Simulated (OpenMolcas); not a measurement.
Tc3+ among 5 point charges of -1 e arranged as a trigonal bipyramid (D3h). The axial distance is 1.14 times the equatorial one, R.

```
Program             : OpenMolcas
Method              : SS-CASPT2, IPEA 0.25 Eh, imaginary shift 0.1 Eh (closed shells correlated: 4s 4p)
Basis               : ANO-RCC-VDZP [6s5p3d1f]
Scalar Hamiltonian  : DKH2, point nucleus
Active space        : 4 electrons in 5 orbitals (4d)
State averaging     : 2S+1 = 5 even, 5 roots; 2S+1 = 3 even, 45 roots; 2S+1 = 1 even, 50 roots
Spin-orbit coupling : state interaction with AMFI integrals over the reference wave functions
```

All point charges move together. At R = 1.86 Å the first state of the same spin is 1960 cm-1, and at R = 1.99 Å it is 1240 cm-1.

Question: A third run gives 3670 cm-1. What distance was it run at?

Answer: With a power law R^-n the two known points give n = -ln(1240 / 1960) / ln(1.99 / 1.86) = 6.78. Then R = 1.86 × (1960 / 3670)^(1/6.78) = 1.696 Å. The run was at 1.68 Å, so the estimate is off by +0.016 Å.

Roots that are degenerate in the reference are averaged as groups; the widest CASPT2 spread within a group is 240 cm-1 (the 2-fold group of multiplicity 5 near 3670 cm-1 above the lowest state of its run, R = 1.68). Shifts and gaps below about the spread of the groups concerned are not significant. Point charges give a weaker field than real ligands, and real ions of this kind are as a rule low spin; the high spin found here belongs to the model. Free-ion shares, where given, are those of the reference states; single-state CASPT2 does not remix them. This shell can be high or low spin here, a state of another spin lies low, and with metal d orbitals alone active their balance is uncertain, so the ground spin may be wrong (holds for R = 1.68; R = 1.86). The ground term spreads over less than 5000 cm-1, several times less than with real ligands, so orbital moments are less quenched and χT lies further from the spin-only value than at real sites (holds for R = 1.86; R = 1.99). Point charges carry no covalency, so the field is a model and not that of real ligands. No measured value stands beside these numbers.
